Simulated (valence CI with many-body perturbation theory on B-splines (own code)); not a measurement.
O2+: calculation against measured levels

Level of theory: valence CI with perturbative core correlation (CI+MBPT): four valence electrons over a frozen Dirac-Fock core [He], radial functions for each j: 11 s, 11 p, 9 d, 7 f, 5 g, 2 h, 1 i, with the one-electron correlation potential Σ1, the two-electron term Σ2, the three-electron term Σ3, Breit, model QED; selected CI, second order for the rest, scaled by the run's own slope (own B-spline code, finite nucleus).

Against 32 measured levels this calculation errs by 91 cm⁻¹ on average and by 230 at most. These come from a selection out of Moore, Selected Tables of Atomic Spectra, NSRDS-NBS 3, section 11. Levels without a partner in it may be off by more. Among the levels kept, up to 570 cm⁻¹ of a level comes from second order outside the variational space, and about a tenth of that is noise between levels of different J, which matters for small intervals.

Measured levels: Moore, Selected Tables of Atomic Spectra, NSRDS-NBS 3, section 11. Pairs share parity and J, and are chosen by configuration, term and nearness in energy; levels without a clear partner are left out. Some J values that the scan of the source had lost were assigned by a fit. Energies in cm⁻¹ above the measured ground level. The last column is blank where CI alone has no clear partner.

Names give the largest LS component (configuration and term), which can be under half, so a name can repeat, a term be missing and a line seem to break the LS rules; names also repeat where a configuration has a term twice.

| Computed label | Label in the source | Measured | Computed | Difference | CI alone, difference |
| --- | --- | --- | --- | --- | --- |
| 2s2.2p2 3P_0 | 2s2 2p2 3P | 0 | 0.0 | 0 | 0 |
| 2s2.2p2 3P_1 | 2s2 2p2 3P | 113.2 | 113.2 | 0 | +10 |
| 2s2.2p2 1D_2 | 2s2 2p2 1D | 20273.3 | 20351.5 | +78 | +79 |
| 2s2.2p2 1S_0 | 2s2 2p2 1S | 43185.7 | 43329.9 | +144 | -73 |
| 2s.2p3 5S°_2 | 2s 2p3 5S° | 60324.8 | 60206.7 | -118 | +491 |
| 2s.2p3 1D°_2 | 2s 2p3 1D° | 187054 | 187209.5 | +156 | +1744 |
| 2s.2p3 3S°_1 | 2s 2p3 3S° | 197087.7 | 197265.5 | +178 | +2451 |
| 2s.2p3 1P°_1 | 2s 2p3 1P° | 210461.8 | 210672.3 | +211 | +1697 |
| 2s2.2p.3s 3P°_0 | 2s2 2p(2P°) 3s 3P° | 267258.7 | 267181.3 | -77 | -754 |
| 2s2.2p.3s 3P°_1 | 2s2 2p(2P°) 3s 3P° | 267377.1 | 267300.4 | -77 | -736 |
| 2s2.2p.3s 3P°_2 | 2s2 2p(2P°) 3s 3P° | 267634 | 267557.0 | -77 | -707 |
| 2s2.2p.3s 1P°_1 | 2s2 2p(2P°) 3s 1P° | 273081.3 | 273035.5 | -46 | -543 |
| 2p4 3P_2 | 2p4 3P | 283759.7 | 283846.0 | +86 | +2377 |
| 2p4 3P_1 | 2p4 3P | 283977.4 | 284062.0 | +85 | +2374 |
| 2p4 3P_0 | 2p4 3P | 284071.9 | 284158.9 | +87 | +2390 |
| 2s2.2p.3p 1P_1 | 2s2 2p(2P°) 3p 1P | 290958.2 | 290880.6 | -78 | -615 |
| 2s2.2p.3p 3D_1 | 2s2 2p(2P°) 3p 3D | 293866.5 | 293795.2 | -71 | -632 |
| 2s2.2p.3p 3D_2 | 2s2 2p(2P°) 3p 3D | 294002.9 | 293933.8 | -69 | -612 |
| 2s2.2p.3p 3D_3 | 2s2 2p(2P°) 3p 3D | 294223.1 | 294148.6 | -74 | -594 |
| 2s2.2p.3p 3S_1 | 2s2 2p(2P°) 3p 3S | 297558.7 | 297485.9 | -73 | -617 |
| 2p4 1D_2 | 2p4 1D | 298294 | 298410.9 | +117 | +2195 |
| 2s2.2p.3p 3P_1 | 2s2 2p(2P°) 3p 3P | 300312.0 | 300218.6 | -93 | -579 |
| 2s2.2p.3p 3P_2 | 2s2 2p(2P°) 3p 3P | 300442.5 | 300348.7 | -94 | -558 |
| 2s2.2p.3p 1D_2 | 2s2 2p(2P°) 3p 1D | 306586.1 | 306537.5 | -49 | -574 |
| 2s2.2p.3p 1S_0 | 2s2 2p(2P°) 3p 1S | 313802.8 | 313801.7 | -1 | -597 |
| 2s2.2p.3d 1D°_2 | 2s2 2p(2P°) 3d 1D° | 324735.7 | 324685.1 | -51 | -688 |
| 2s2.2p.3d 1F°_3 | 2s2 2p(2P°) 3d 1F° | 331821.4 | 331788.0 | -33 | -674 |
| 2s2.2p.3d 1P°_1 | 2s2 2p(2P°) 3d 1P° | 332778.9 | 332744.1 | -35 | -671 |
| 2p4 1S_0 | 2p4 1S | 343306.3 | 343536.7 | +230 | +2254 |
| 2s2.2p.4s 1P°_1 | 2s2 2p(2P°) 4s 1P° | 358668.9 | 358575.5 | -93 | -703 |
| 2s.2p2.3p 3S°_1 | 2s 2p2(4P) 3p 3S° | 363263.4 | 363118.8 | -145 | +65 |
| 2s2.2p.4p 1P_1 | 2s2 2p(2P°) 4p 1P | 365726.8 | 365637.6 | -89 | -686 |
| 2s2.2p.4p 3S_1 | 2s2 2p(2P°) 4p 3S | 367953.9 | 367853.1 | -101 | -696 |

Over 32 excited levels the mean absolute difference is 91 cm⁻¹, the median 81 and the largest 230. For the 32 levels that pair on every rung the mean is CI alone 951, + Σ1 565, + Σ2 229, + Σ3 89, + Breit 107, + QED 91. The comparison draws on a selection of the measured levels: 33 of the 89 computed ones have a partner in it, and others may be off by more.
